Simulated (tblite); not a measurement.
Species: C₇H₈F (doublet state).
SMILES with atom numbers: `[F:1][C:2]1[C@@H:3]2[CH2:4][C@H:5]3[C@@H:6]2[CH2:7][C@@H:8]13` (hydrogens: H9 on C3; H10, H11 on C4; H12 on C5; H13 on C6; H14, H15 on C7; H16 on C8)

Computed with GFN2-xTB (tblite), gas phase: L-BFGS steps from a force-field or distance-geometry start until the largest atomic force falls under 0.01 eV/Å.

Step 3: E = -644.0401 eV
```
atom  x, y, z in Å  |  force x, y, z in eV/Å
F1      0.7979    2.2808    0.4834   -0.217   0.529   0.572
C2      0.0836    1.1782    0.8309   -0.262   0.182   0.085
C3      0.8901   -0.0837    0.8409    0.130  -0.384  -0.427
C4      1.4414    0.0785   -0.5998   -0.376  -0.215  -0.126
C5     -0.0014   -0.1786   -1.0038   -0.594   0.007   0.086
C6     -0.1778   -1.0648    0.2318    0.403   0.015   0.261
C7     -1.5553   -0.4790    0.4864    0.392   0.005   0.018
C8     -0.9681    0.7741   -0.1540    0.502   0.039  -0.630
H9      1.5652   -0.3523    1.6508   -0.235   0.132  -0.016
H10     2.0236   -0.7840   -0.8648    0.586  -0.091  -0.314
H11     1.8661    1.0391   -0.8557    0.427  -0.140  -0.149
H12    -0.3445   -0.5137   -1.9724    0.144   0.188  -0.257
H13     0.0816   -2.1188    0.1726   -0.203   0.020   0.327
H14    -1.8304   -0.3571    1.5181   -0.469  -0.152   0.339
H15    -2.2984   -0.9430   -0.1446   -0.297  -0.118   0.144
H16    -1.5812    1.5331   -0.6310    0.069  -0.018   0.087
```

Step 4: E = -644.1314 eV
```
atom  x, y, z in Å  |  force x, y, z in eV/Å
F1      0.7857    2.3217    0.5211   -0.299  -0.009   0.455
C2      0.0896    1.1821    0.8090   -0.168   0.130   0.318
C3      0.8969   -0.0949    0.8307    0.019   0.042  -0.246
C4      1.4436    0.0714   -0.6023   -0.204  -0.196  -0.465
C5     -0.0103   -0.1908   -1.0113   -0.300   0.081   0.081
C6     -0.1795   -1.0735    0.2330    0.303   0.191   0.264
C7     -1.5578   -0.4768    0.4997    0.308  -0.019  -0.108
C8     -0.9673    0.7756   -0.1672    0.464  -0.074  -0.378
H9      1.5633   -0.3495    1.6604   -0.319   0.152  -0.213
H10     2.0474   -0.7814   -0.8802    0.346  -0.002  -0.234
H11     1.8912    1.0312   -0.8667    0.141  -0.310  -0.010
H12    -0.3437   -0.5055   -1.9957    0.169   0.140  -0.035
H13     0.0782   -2.1315    0.1884   -0.243   0.128   0.288
H14    -1.8565   -0.3651    1.5389   -0.217  -0.100  -0.074
H15    -2.3043   -0.9478   -0.1364   -0.130   0.004   0.273
H16    -1.5842    1.5437   -0.6330    0.130  -0.158   0.085
```

Question: Estimate the geometry and energy of step 5. (The exact step hangs on the optimiser's Hessian estimate; all steps are aligned on step 4, rigid shifts and turns removed.)

Answer: E = -644.1811 eV, largest force 0.518 eV/Å
```
atom  x, y, z in Å  |  force x, y, z in eV/Å
F1      0.7729    2.3445    0.5514   -0.287  -0.206   0.379
C2      0.0910    1.1864    0.8017   -0.082  -0.046   0.307
C3      0.9013   -0.0993    0.8216   -0.046   0.320  -0.173
C4      1.4426    0.0642   -0.6129   -0.044  -0.173  -0.434
C5     -0.0194   -0.1969   -1.0151    0.059   0.046   0.007
C6     -0.1761   -1.0755    0.2381    0.110   0.200   0.130
C7     -1.5549   -0.4761    0.5053    0.149   0.042  -0.040
C8     -0.9598    0.7753   -0.1806    0.242  -0.100  -0.052
H9      1.5563   -0.3452    1.6618   -0.250   0.128  -0.241
H10     2.0667   -0.7795   -0.8932    0.139   0.036  -0.185
H11     1.9076    1.0204   -0.8730   -0.013  -0.298   0.005
H12    -0.3403   -0.4983   -2.0095    0.125   0.079   0.063
H13     0.0718   -2.1365    0.2028   -0.217   0.159   0.262
H14    -1.8751   -0.3714    1.5490   -0.019  -0.041  -0.335
H15    -2.3091   -0.9501   -0.1261   -0.012   0.048   0.276
H16    -1.5833    1.5468   -0.6328    0.148  -0.194   0.031
```

The energy changes by -0.0496 eV. The first-order estimate −F·Δx gives -0.0690 eV and the mean of the old and new forces, exact on a quadratic surface, -0.0497 eV. The step makes an angle of 49° with the force vector and moves no atom by more than 0.040 Å.

The cost below is that of the whole relaxation. Hardware: an Intel Xeon Platinum 8488C with one thread (shared host). Cost: 0.34 s of wall time.
